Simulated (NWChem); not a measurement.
Program: NWChem. System: I, charge 1, spin multiplicity 3. Its SCF solution wasn't tested for a lower state. Level: UMP2/def2-TZVPD with def2 effective core potentials on I, 4 core orbitals frozen.

Input file:

```
start mol
memory heap 200 mb stack 900 mb global 1100 mb
charge 1
geometry units angstroms nocenter noautoz
  I      0.000000     0.000000     0.000000
  symmetry group D2h
end
basis spherical
  * library def2-tzvpd
end
ecp
  I library def2-ecp
end
scf
  uhf
  nopen 2
  maxiter 100
  thresh 1e-7
  semidirect memsize 60000000 filesize 0
  # guess.movecs holds the orbitals of an unrestricted PBE0 run
  vectors input guess.movecs output mol.movecs
end
mp2
  freeze core 4
end
task mp2 energy
```

Output (cleaned and shortened):

```
             Northwest Computational Chemistry Package (NWChem) 7.3.0
             --------------------------------------------------------

                                NWChem Input Module
                                -------------------

 Scaling coordinates for geometry "geometry" by  1.889725989
 (inverse scale =  0.529177249)

                             Geometry "geometry" -> ""
                             -------------------------

 Output coordinates in angstroms (scale by  1.889725989 to convert to a.u.)

  No.       Tag          Charge          X              Y              Z
 ---- ---------------- ---------- -------------- -------------- --------------
    1 I                   53.0000     0.00000000     0.00000000     0.00000000

 Effective nuclear repulsion energy (a.u.)       0.0000000000

            Nuclear Dipole moment (a.u.)
            ----------------------------
        X                 Y               Z
 ---------------- ---------------- ----------------
     0.0000000000     0.0000000000     0.0000000000

      Symmetry information
      --------------------

 Group name             D2h
 Group number             26
 Group order               8
 No. of unique centers     1

      Symmetry unique atoms

     1


 Summary of "ao basis" -> "" (spherical)
 ------------------------------------------------------------------------------
       Tag                 Description            Shells   Functions and Types
 ---------------- ------------------------------  ------  ---------------------
 *                         def2-tzvpd                 on all atoms

 Summary of "ao basis" -> "ao basis" (spherical)
 ------------------------------------------------------------------------------
       Tag                 Description            Shells   Functions and Types
 ---------------- ------------------------------  ------  ---------------------
 I                         def2-tzvpd               19       59   7s6p4d2f

                                 NWChem SCF Module
                                 -----------------

  ao basis        = "ao basis"
[...]
  AO/Fock/Back tols     =   1.0D-09  1.0D-09  1.0D-09

 GA uses MA = F    GA memory limited = T

 Available:
  local mem=  1.26D+08
 global mem=  1.44D+08
 local disk=  0.00D+00
  mp2_memr nvloc                    46
  nvloc new                    46
   1 passes of   9:        4194304                      27792                   2497477.
   1 passes of   9: M    126142334           G      144172238           F     121948030.

 Semi-direct pass number   1 of   1  for UHF alpha       at        0.6s
  vrange nnbf                  1770
  mp2_eaftype                    10  avail_ma_in_mb                  1099
 EAF : mp2_eaftype filesize          10    1248738.
  mp2_eaf for mointskh                     10
Node 0 wrote      5.9 Mb in      0.0 s     Agg I/O rate:  1644.1 Mb/s
 Done moints_semi at        1.7s
  mp2_eaftype                    10  avail_ma_in_mb                  1089
 EAF : mp2_eaftype filesize          10    1248738.
  mp2_eaf for kh                    10
 Done maket at        1.7s
 Done multipass loop at        1.7s

 GA uses MA = F    GA memory limited = T

 Available:
  local mem=  1.26D+08
 global mem=  1.44D+08
 local disk=  0.00D+00
  mp2_memr nvloc                    48
  nvloc new                    48
   1 passes of   7:        4194304                      23894                   2028073.
   1 passes of   7: M    126142334           G      144172238           F     121948030.

 Semi-direct pass number   1 of   1  for UHF beta        at        1.7s
  vrange nnbf                  1770
  mp2_eaftype                    10  avail_ma_in_mb                  1099
 EAF : mp2_eaftype filesize          10    1014036.
  mp2_eaf for mointskh                     10
Node 0 wrote      4.8 Mb in      0.0 s     Agg I/O rate:  3350.2 Mb/s
 Done moints_semi at        2.8s
  mp2_eaftype                    10  avail_ma_in_mb                  1089
 EAF : mp2_eaftype filesize          10    1014036.
  mp2_eaf for kh                    10
 Done maket at        2.8s
 Done multipass loop at        2.8s

          -------------------------------------------
          SCF energy                -296.307729823797
          Correlation energy          -0.438761530937
          Singlet pairs                0.000000000000
          Triplet pairs                0.000000000000
          Total MP2 energy          -296.746491354734
          -------------------------------------------

          ---------------------------------------------------
                    Spin Component Scaled (SCS) MP2
          Same spin pairs                     -0.164911904960
          Same spin scaling factor             0.333333333333
          Opposite spin pairs                 -0.273849625977
          Opposite spin scaling fact.          1.200000000000
          SCS-MP2 correlation energy          -0.383590186159
          Total SCS-MP2 energy              -296.691320009956
          ---------------------------------------------------

 -----------------------
 Performance information
 -----------------------

 Timer overhead =  2.11D-07 seconds/call

               Nr. of calls         CPU time (s)                 Wall time (s)                GFlops
             ---------------    -------------------     ------------------------------   -------------------
Name         Min   Avg   Max    Min     Avg     Max     Min     Avg     Max   Mx/calls   Min     Max     Sum
mp2: moin     2     2     2    2.1     2.1     2.1      2.1     2.1     2.1     1.0      0.0     0.0     0.0
mp2: make     2     2     2   6.39E-2 6.39E-2 6.39E-2  6.39E-2 6.39E-2 6.39E-2 3.19E-2   0.0     0.0     0.0
mp2: tota     1     1     1    2.2     2.2     2.2      2.2     2.2     2.2     2.2      0.0     0.0     0.0

 The average no. of pstat calls per process was 5.00D+00
 with a timing overhead of 1.06D-06s

 Task  times  cpu:        2.8s     wall:        2.8s

 Total times  cpu:        2.8s     wall:        2.8s
```
